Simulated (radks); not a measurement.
Task: Numerical settings for neutral rubidium, [Kr] 5s1. Calculated with a radial shooting solver on a logarithmic mesh with Libxc functionals: Dirac Kohn-Sham, PBE, spin-unpolarised, spherical densities, point nucleus. The defaults (mesh step 0.008 in ln r, mesh end at 40 bohr or more with all orbitals vanishing there, Anderson mixing 0.5 over 9 steps, residual threshold near 1e-9 with the energy settled to 1e-9 hartree or 1e-11 of itself, here a cap of 69 iterations) give E = -2981.4527 hartree and 5s1/2 at -2.231 eV in 14 iterations. Run on one thread of a shared host, so times are rough (Arm Neoverse N1): 0.16 s of CPU time, 0.16 s wall, 14 iterations on 2725 mesh points. One setting is changed at a time: mesh step in ln r 0.005; mesh step in ln r 0.08; mesh step in ln r 0.003; mesh end (bohr) 2; mesh end (bohr) 12; residual threshold 1e-16; residual threshold 1e-05; mixing 0.01; linear mixing, mixing 0.8; linear mixing, mixing 0.2; mixing history 2; iteration cap 8. Which runs fail to converge, and which converge to a wrong energy?

Result: Not converged within the cap: mesh step in ln r 0.08; residual threshold 1e-16; linear mixing, mixing 0.2; iteration cap 8. Settled on a wrong energy, with an occupied level pushed above zero by the early mesh end: mesh end (bohr) 2 (+14.8 hartree). Apart from these: settings that end as converged yet miss the energy by more than 1 mhartree: mesh end (bohr) 12 (+0.00152 hartree).
